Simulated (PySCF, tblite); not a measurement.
Compound: C₃H₇N₃SSi.
Bonds: C1–S2, S2–C3, C3–C4 (aromatic), C4–N5 (aromatic), N5–Si6, N5–N7 (aromatic), N7–N8 (aromatic), C3–N8 (aromatic). Hydrogens: H9, H10, H11 on C1; H12 on C4; H13, H14, H15 on Si6.

Computed geometry: GFN2-xTB, gas phase.

**Question.** List the bond lengths, angles and torsions at this level.

**Answer.** 
| bond | length (pm) | order |
| --- | --- | --- |
| C1–S2 | 181.5 | single |
| S2–C3 | 174.1 | single |
| C3–C4 | 137.9 | aromatic |
| C4–N5 | 135.5 | aromatic |
| N5–Si6 | 176.3 | single |
| N5–N7 | 134.0 | aromatic |
| N7–N8 | 127.3 | aromatic |
| C3–N8 | 135.5 | aromatic |
| C1–H9, C1–H10, C1–H11 | 108.5 | single |
| C4–H12 | 106.8 | single |
| Si6–H13, Si6–H15 | 146.2 | single |
| Si6–H14 | 145.3 | single |

Bonds in one row agree within 1 pm and their mean is given. Orders are formal, as drawn. A selection of angles:
| angle | degrees |
| --- | --- |
| C1–S2–C3 | 98.9 |
| S2–C3–C4 | 128.8 |
| S2–C3–N8 | 123.6 |
| C4–C3–N8 | 107.6 |
| C3–C4–N5 | 105.0 |
| C4–N5–Si6 | 131.2 |
| C4–N5–N7 | 108.6 |
| Si6–N5–N7 | 120.1 |
| N5–N7–N8 | 109.8 |
| C3–N8–N7 | 109.0 |

Torsions: C1–S2–C3–C4 179° (antiperiplanar). The mirror-image conformer, all signs reversed, is as good.

Of the pairs four or more bonds apart, N8···H9 is among the closest relative to their van der Waals radii: 2.62 Å, 95 % of the sum of Bondi's values. N5 (pyrrole-type nitrogen) is planar (angles 131.2°, 120.1° and 108.6°, sum 359.9°, 0.02 Å off the plane of its three neighbours). The 2 C–S bonds span 1.741 Å (S2–C3, drawn single) to 1.815 Å (C1–S2, drawn single), a spread of 0.074 Å. The 8 heavy atoms lie in one plane (0.016 Å rms). The N–N distances run from 1.273 Å (N7–N8, aromatic) to 1.340 Å (N5–N7, aromatic), a spread of 0.067 Å. Si6 (SiH3 silicon) is distorted tetrahedral (angles from 103.3° to 114.8°). The 5-membered ring C3–C4–N5–N7–N8 has internal angles of 105.0° to 109.8°; it is planar, 0.00 Å rms from its mean plane, widest ring torsion 0°.

Its GFN2-xTB frequencies are all real (lowest 48 cm⁻¹). The numbers are those of one conformer. 3 starts were optimised and ended at 0.00, 0.13 and 0.29 kcal/mol (GFN2-xTB); the lowest of these is shown.
